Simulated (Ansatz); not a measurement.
Geometry optimisation, UKS PBE0-D4/def2-SVP in Ansatz.

The input (input.yaml):

```yaml
crystal:
  periodic: [false, false, false]
  atoms:
    - { symbol: B, position_ang: [0.13018, 1.05877, -0.58201] }
    - { symbol: C, position_ang: [0.25742, -0.26731, 0.18248] }
    - { symbol: F, position_ang: [1.36861, -1.03699, -0.01121] }
    - { symbol: Cl, position_ang: [-1.17369, -1.40796, -0.0701] }
    - { symbol: H, position_ang: [-0.81523, 1.69107, -0.78196] }
    - { symbol: H, position_ang: [0.23272, -0.03759, 1.26279] }
magnetization:
  spin_polarized: true
  initial_magnetization: 1
basis:
  gaussian: { orbitals: def2-SVP }
hamiltonian:
  xc: pbe0
  dispersion: d4
relax:
  f_tol: 0.015
  max_steps: 40
```

Command:

```bash
$ ansatz run input.yaml --threads 1 --pin off --max-ram 2048MiB --backend cpu --events-out ev --progress --plain --runs-dir out
```

Problem. Where does it end, and by what steps?

Solution. It converged. After 10 steps the energy has fallen by 0.381 eV; B1 moved furthest, 0.53 Å. Joined: B1–Cl4.

```json
{"step": "0", "energy less start (eV)": "0.0000", "largest force component (eV/Å)": "1.511", "accepted": "yes"}
{"step": "1", "energy less start (eV)": "-0.0951", "largest force component (eV/Å)": "0.606", "accepted": "yes"}
{"step": "2", "energy less start (eV)": "-0.1403", "largest force component (eV/Å)": "0.906", "accepted": "yes"}
{"step": "3", "energy less start (eV)": "-0.1966", "largest force component (eV/Å)": "0.699", "accepted": "yes"}
{"step": "4", "energy less start (eV)": "-0.2915", "largest force component (eV/Å)": "1.075", "accepted": "yes"}
{"step": "5", "energy less start (eV)": "-0.3335", "largest force component (eV/Å)": "0.752", "accepted": "yes"}
{"step": "6", "energy less start (eV)": "-0.3714", "largest force component (eV/Å)": "0.285", "accepted": "yes"}
{"step": "7", "energy less start (eV)": "-0.3792", "largest force component (eV/Å)": "0.111", "accepted": "yes"}
{"step": "8", "energy less start (eV)": "-0.3805", "largest force component (eV/Å)": "0.061", "accepted": "yes"}
{"step": "9", "energy less start (eV)": "-0.3809", "largest force component (eV/Å)": "0.032", "accepted": "yes"}
{"step": "10", "energy less start (eV)": "-0.3809", "largest force component (eV/Å)": "0.009", "accepted": "yes"}
```

```xyz
6
Properties=species:S:1:pos:R:3
B -0.158 0.677 -0.801
C 0.435 -0.215 0.303
F 1.463 -1.018 0.084
Cl -1.199 -1.030 -0.320
H -0.825 1.664 -0.651
H 0.284 -0.077 1.385
```

Whether the end is a true minimum wasn't checked by a vibrational analysis.

Run time: 83 s on 1 thread of Intel(R) Xeon(R) Platinum 8259CL CPU @ 2.50GHz (Skylake/Cascade Lake) (shared host), peak memory 0.2 GiB.
